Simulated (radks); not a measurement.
The numbers below are computed, except where a source is named.
All-electron atom: Ni3+ in [Ar] 3d7 (the NIST ground configuration). Code: a radial shooting solver on a logarithmic mesh with Libxc functionals. Model: scalar-relativistic Kohn-Sham, SCAN, spin-unpolarised, spherical densities, finite nucleus; meta-GGA in the generalised Kohn-Sham scheme; Fermi nuclear charge, rms radius 3.7757 fm.

Unscreened Slater integrals over Kohn-Sham orbitals (hartree).

integral,value
"F0(3d,3d)",1.0336
"F2(3d,3d)",0.48166
"F4(3d,3d)",0.30031
"F0(3d,3p)",1.0964
"F2(3d,3p)",0.52104
"G1(3d,3p)",0.64342
"G3(3d,3p)",0.39168
"F0(3d,3s)",1.1182
"G2(3d,3s)",0.49002
"F0(3d,2p)",1.4359
"F2(3d,2p)",0.27992
"G1(3d,2p)",0.20936
"G3(3d,2p)",0.11888
"F0(3p,3p)",1.1753
"F2(3p,3p)",0.58925
"F0(3p,3s)",1.1995
"G1(3p,3s)",0.79580
"F0(3p,2p)",1.5960
"F2(3p,2p)",0.31834
"G0(3p,2p)",0.12315
"G2(3p,2p)",0.12935
"F0(3s,3s)",1.2260
"F0(3s,2p)",1.6309
"G1(3s,2p)",0.13337
"F0(2p,2p)",4.2439
"F2(2p,2p)",2.0012

Derived for the open shells (J is the average intra-shell exchange parameter used in DFT+U). 3d: Racah B = F2/49 - 5 F4/441 = 0.006425 hartree, C = 35 F4/441 = 0.02383 hartree, C/B = 3.71, F4/F2 = 0.624, J = (F2 + F4)/14 = 0.05585 hartree.
